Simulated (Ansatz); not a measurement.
Gas-phase electronic energies from Ansatz, PBE0-D4/def2-TZVP geometries. CBS: MP2 limit from def2 TZ/QZ plus the TZ coupled-cluster correction, frozen cores. This one scheme is used for every species. Functionals use def2-TZVPP. For Ge outer-core shells are correlated without core-valence functions, which leaves a few kJ/mol of doubt a bond. Scalar relativity is left out up to krypton. One conformer a species, not always the lowest.

Consider the hydrogenolysis of a Ge–S bond: `C[O][GeH]([Cl])[S]C` + H₂ → `C[O][GeH2][Cl]` + CH₃SH.

| level | ΔE (kcal/mol) |
| --- | --- |
| PBE0-D4 | 12.0 |
| r2SCAN | 12.2 |
| CCSD(T)/def2-TZVPP | 11.3 |
| MP2/def2-QZVPP | 14.2 |

Question: What does CCSD(T)/CBS give? (Estimate.)

Answer: The calculation gave: +12.0 kcal/mol. The listed levels differ from it by 0.0, 0.2, -0.7, 2.2 kcal/mol.

Largest T1 diagnostic among the species: 0.011.

The D4 term adds +4.6 kcal/mol with B3LYP and +2.6 kcal/mol with PBE0; it sums over pairs of atoms, weighted by their polarisabilities, and B3LYP, whose exchange is more repulsive, gets the larger term. From PBE to PBE0 (25 % exact exchange), in def2-TZVPP and without D4, ΔE moves by −1.1 kcal/mol.

B3LYP here is the variant with VWN-RPA as its local correlation; programs differ in this.
